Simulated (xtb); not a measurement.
Cl₃Tm (SMILES [Cl][Tm]([Cl])[Cl]), triplet, from a rough starting geometry (GFN-xTB shapes and energies of metal compounds can be far from the true ones) (GFN-xTB holds the 4f electrons in the core, so unpaired electrons go into valence orbitals and the state isn't the physical one); GFN2-xTB in xtb.

xtb was given this input:
```
$ xtb mol.xyz --gfn 2 --uhf 2 --opt vtight --json

# file mol.xyz
4

Tm     0.00721282    -0.05727798    -0.01758189
Cl     2.29932460    -0.37165263    -0.58035134
Cl    -0.82233178    -1.00923556     1.99669992
Cl    -1.36374950     1.36060231    -1.34490390
```

Problem. What does xtb print? Leave out banner, timings and long lists.

Solution. 
```
   ID    Z sym.   atoms
    1   69 Tm     1
    2   17 Cl     2-4

           -------------------------------------------------
          |                Calculation Setup                |
           -------------------------------------------------

           -------------------------------------------------
          |                 G F N 2 - x T B                 |
           -------------------------------------------------

          ...................................................
          :                      SETUP                      :
          :.................................................:
          :  # basis functions                  40          :
          :  # atomic orbitals                  36          :
          :  # shells                           12          :
          :  # electrons                        24          :
          :  max. iterations                   250          :
          :  Hamiltonian                  GFN2-xTB          :
          :  restarted?                      false          :
          :  GBSA solvation                  false          :
          :  PC potential                    false          :
          :  electronic temp.          300.0000000     K    :
          :  accuracy                    1.0000000          :
          :  -> integral cutoff          0.2500000E+02      :
          :  -> integral neglect         0.1000000E-07      :
          :  -> SCF convergence          0.1000000E-05 Eh   :
          :  -> wf. convergence          0.1000000E-03 e    :
          :  Broyden damping             0.4000000          :
          :  net charge                          0          :
          :  unpaired electrons                  2          :
          ...................................................

 iter      E             dE          RMSdq      gap      omega  full diag
   1      0.4729378  0.472938E+00  0.562E+01    0.02       0.0  T
   2    -12.3273001 -0.128002E+02  0.288E+01    0.00       1.0  T
   3    -12.9867939 -0.659494E+00  0.235E+01    0.02       1.0  T
   4    -14.1801056 -0.119331E+01  0.170E+01    0.00       1.0  T
   5    -14.1910117 -0.109062E-01  0.163E+01    0.01       1.0  T
   6    -14.2119852 -0.209735E-01  0.160E+01    0.01       1.0  T
   7    -14.2084459  0.353936E-02  0.160E+01    0.01       1.0  T
   8    -14.3449051 -0.136459E+00  0.135E+01    0.01       1.0  T
   9    -14.4655654 -0.120660E+00  0.111E+01    0.01       1.0  T
  10    -14.4752637 -0.969833E-02  0.104E+01    0.00       1.0  T
  11    -14.4744679  0.795862E-03  0.104E+01    0.00       1.0  T
  12    -14.5947115 -0.120244E+00  0.836E+00    0.03       1.0  T
  13    -14.6022537 -0.754213E-02  0.776E+00    0.03       1.0  T
  14    -14.6112944 -0.904073E-02  0.775E+00    0.04       1.0  T
  15    -14.6382835 -0.269891E-01  0.712E+00    0.06       1.0  T
  16    -14.6457148 -0.743127E-02  0.687E+00    0.07       1.0  T
  17    -14.6650914 -0.193766E-01  0.616E+00    0.07       1.0  T
  18    -14.6914046 -0.263132E-01  0.501E+00    0.08       1.0  T
  19    -14.6593559  0.320487E-01  0.545E+00    0.08       1.0  T
  20    -14.6948644 -0.355086E-01  0.422E+00    0.09       1.0  T
  21    -14.6900249  0.483959E-02  0.497E+00    0.11       1.0  T
  22    -14.6815075  0.851733E-02  0.512E+00    0.11       1.0  T
  23    -14.6905895 -0.908196E-02  0.440E+00    0.11       1.0  T
  24    -14.6935626 -0.297315E-02  0.443E+00    0.12       1.0  T
  25    -14.6996429 -0.608025E-02  0.396E+00    0.12       1.0  T
  26    -14.7026326 -0.298974E-02  0.367E+00    0.12       1.0  T
  27    -14.7041824 -0.154978E-02  0.350E+00    0.12       1.0  T
  28    -14.7027907  0.139174E-02  0.333E+00    0.12       1.0  T
  29    -14.7049083 -0.211762E-02  0.315E+00    0.13       1.0  T
  30    -14.7123849 -0.747665E-02  0.281E+00    0.13       1.0  T
  31    -14.7178352 -0.545027E-02  0.273E+00    0.13       1.0  T
  32    -14.7149065  0.292868E-02  0.278E+00    0.12       1.0  T
  33    -14.7080611  0.684548E-02  0.311E+00    0.12       1.0  T
  34    -14.7080483  0.127609E-04  0.311E+00    0.12       1.0  T
  35    -14.7155078 -0.745948E-02  0.234E+00    0.12       1.0  T
  36    -14.7266554 -0.111476E-01  0.154E+00    0.12       1.0  T
  37    -14.7257970  0.858414E-03  0.150E+00    0.12       1.0  T
  38    -14.7284779 -0.268088E-02  0.102E+00    0.12       1.0  T
  39    -14.7239306  0.454722E-02  0.144E+00    0.12       1.0  T
  40    -14.7230965  0.834109E-03  0.145E+00    0.12       1.0  T
  41    -14.7247319 -0.163531E-02  0.125E+00    0.12       1.0  T
  42    -14.7272473 -0.251546E-02  0.858E-01    0.12       1.0  T
  43    -14.7273718 -0.124477E-03  0.819E-01    0.12       1.0  T
  44    -14.7288838 -0.151201E-02  0.336E-01    0.12       1.0  T
  45    -14.7281556  0.728199E-03  0.577E-01    0.12       1.0  T
  46    -14.7287118 -0.556177E-03  0.366E-01    0.12       1.0  T
  47    -14.7289233 -0.211543E-03  0.256E-01    0.12       1.0  T
  48    -14.7291382 -0.214865E-03  0.665E-02    0.12       1.0  T
  49    -14.7291391 -0.912635E-06  0.568E-02    0.12       1.0  T
  50    -14.7291498 -0.106735E-04  0.325E-02    0.12       1.5  T
  51    -14.7291452  0.455101E-05  0.385E-02    0.12       1.3  T
  52    -14.7291467 -0.143066E-05  0.319E-02    0.12       1.6  T
  53    -14.7291451  0.156337E-05  0.373E-02    0.12       1.3  T
  54    -14.7291491 -0.404157E-05  0.156E-02    0.12       3.2  T
  55    -14.7291493 -0.145918E-06  0.149E-02    0.12       3.4  T
  56    -14.7291497 -0.399678E-06  0.887E-03    0.12       5.6  T
  57    -14.7291498 -0.854060E-07  0.668E-03    0.12       7.5  T
  58    -14.7291499 -0.130875E-06  0.264E-03    0.12      19.0  T
  59    -14.7291499 -0.952709E-08  0.217E-03    0.12      23.1  T
  60    -14.7291499  0.270116E-09  0.205E-03    0.12      24.4  T
  61    -14.7291499 -0.967225E-08  0.954E-04    0.12      52.4  T
  62    -14.7291499 -0.259300E-08  0.267E-04    0.12     187.5  T

[...]
 * total energy  :   -14.7210312 Eh     change       -0.1276674E-03 Eh
 * total energy  :   -14.7211522 Eh     change       -0.1209347E-03 Eh
 * total energy  :   -14.7212014 Eh     change       -0.4924131E-04 Eh
 * total energy  :   -14.7212471 Eh     change       -0.4563865E-04 Eh
 * total energy  :   -14.7212579 Eh     change       -0.1088073E-04 Eh
 * total energy  :   -14.7212591 Eh     change       -0.1129677E-05 Eh
 * total energy  :   -14.7212592 Eh     change       -0.1721747E-06 Eh
 * total energy  :   -14.7212595 Eh     change       -0.2434472E-06 Eh
 * total energy  :   -14.7212598 Eh     change       -0.3324699E-06 Eh
 * total energy  :   -14.7212601 Eh     change       -0.3172028E-06 Eh
 * total energy  :   -14.7212604 Eh     change       -0.2485078E-06 Eh
 * total energy  :   -14.7212605 Eh     change       -0.1175192E-06 Eh
 * total energy  :   -14.7212605 Eh     change       -0.2646718E-07 Eh
   *** GEOMETRY OPTIMIZATION CONVERGED AFTER 20 ITERATIONS ***
[...]

 iter      E             dE          RMSdq      gap      omega  full diag
   1    -14.7335015 -0.147335E+02  0.212E-04    0.07       0.0  T
   2    -14.7335015  0.334346E-08  0.112E-03    0.07      44.5  T
   3    -14.7335015 -0.337434E-08  0.174E-04    0.07     286.8  T
   4    -14.7335015 -0.360707E-10  0.122E-04    0.07     411.1  T

   *** convergence criteria satisfied after 4 iterations ***

 transition dipole moment (au) for excitation:          12          13
     X       Y       Z
  -0.0013   0.0010  -0.0009  total (au/Debye):    0.002   0.005
 dE (eV)             :    3.054
 oscillator strength :  0.35008E-06

         :::::::::::::::::::::::::::::::::::::::::::::::::::::
         ::                     SUMMARY                     ::
         :::::::::::::::::::::::::::::::::::::::::::::::::::::
         :: total energy             -14.721260520894 Eh    ::
         :: gradient norm              0.000008763896 Eh/a0 ::
         :: HOMO-LUMO gap              0.069888974446 eV    ::
         ::.................................................::
         :: SCC energy               -14.733499886401 Eh    ::
         :: -> isotropic ES            0.029664039797 Eh    ::
         :: -> anisotropic ES          0.000325723603 Eh    ::
         :: -> anisotropic XC         -0.003725624271 Eh    ::
         :: -> dispersion             -0.003482169652 Eh    ::
         :: repulsion energy           0.012239365507 Eh    ::
         :: add. restraining           0.000000000000 Eh    ::
         :: total charge              -0.000000000046 e     ::
         :::::::::::::::::::::::::::::::::::::::::::::::::::::

           -------------------------------------------------
          |                Property Printout                |
           -------------------------------------------------

    * Orbital Energies and Occupations

         #    Occupation            Energy/Eh            Energy/eV
      -------------------------------------------------------------
         1        2.0000           -1.1148060             -30.3354
         2        2.0000           -1.1146875             -30.3322
         3        2.0000           -1.0991997             -29.9107
         4        2.0000           -0.5169626             -14.0673
         5        2.0000           -0.4802613             -13.0686
         6        2.0000           -0.4721858             -12.8488
         7        2.0000           -0.4721793             -12.8487
         8        1.9483           -0.4587479             -12.4832
         9        1.9482           -0.4587448             -12.4831
        10        1.7548           -0.4570521             -12.4370
        11        1.7532           -0.4570438             -12.4368
        12        1.5955           -0.4563513             -12.4180
        13        0.7141           -0.3441125              -9.3638 (HOMO)
        14        0.1433           -0.3415441              -9.2939 (LUMO)
        15        0.1426           -0.3415383              -9.2937
        16        0.0000           -0.3319482              -9.0328
        17        0.0000           -0.3319067              -9.0316
        18                         -0.2625511              -7.1444
        19                         -0.0024568              -0.0669
        20                         -0.0023237              -0.0632
        21                         -0.0023148              -0.0630
        22                         -0.0020843              -0.0567
        23                         -0.0013447              -0.0366
        24                         -0.0013284              -0.0361
       ...                                ...                  ...
        36                          0.4543312              12.3630
      -------------------------------------------------------------
                  HL-Gap            0.0025684 Eh            0.0699 eV
             Fermi-level           -0.3996133 Eh          -10.8740 eV

     #   Z          covCN         q      C6AA      α(0)
     1  69 Tm       2.175     0.323   271.198    35.459
     2  17 Cl       0.725    -0.108   102.219    15.464
     3  17 Cl       0.725    -0.108   102.227    15.465
     4  17 Cl       0.725    -0.108   102.222    15.465

 Mol. C6AA /au·bohr⁶  :       2148.176942
 Mol. C8AA /au·bohr⁸  :     186971.558403
 Mol. α(0) /au        :         81.853180

Wiberg/Mayer (AO) data.
largest (>0.10) Wiberg bond orders for each atom

 ---------------------------------------------------------------------------
     #   Z sym  total        # sym  WBO       # sym  WBO       # sym  WBO
 ---------------------------------------------------------------------------
     1  69 Tm   2.641 --     3 Cl   0.881     4 Cl   0.880     2 Cl   0.880
     2  17 Cl   1.042 --     1 Tm   0.880
     3  17 Cl   1.042 --     1 Tm   0.881
     4  17 Cl   1.042 --     1 Tm   0.880
 ---------------------------------------------------------------------------

Topologies differ in total number of bonds
Writing topology from bond orders to xtbtopo.mol

molecular dipole:
                 x           y           z       tot (Debye)
 q only:       -0.173      -0.514      -0.336
   full:       -0.320      -0.949      -0.619       2.991
molecular quadrupole (traceless):
                xx          xy          yy          xz          yz          zz
 q only:       -1.279       1.017       1.582       0.657       2.058      -0.303
  q+dip:       -2.747       2.202       3.386       1.423       4.420      -0.639
   full:       -2.768       2.223       3.425       1.445       4.485      -0.656

optimized geometry written to: xtbopt.xyz

           -------------------------------------------------
          | TOTAL ENERGY              -14.721260520894 Eh   |
          | GRADIENT NORM               0.000008763896 Eh/α |
          | HOMO-LUMO GAP               0.069888974446 eV   |
           -------------------------------------------------

normal termination of xtb
```
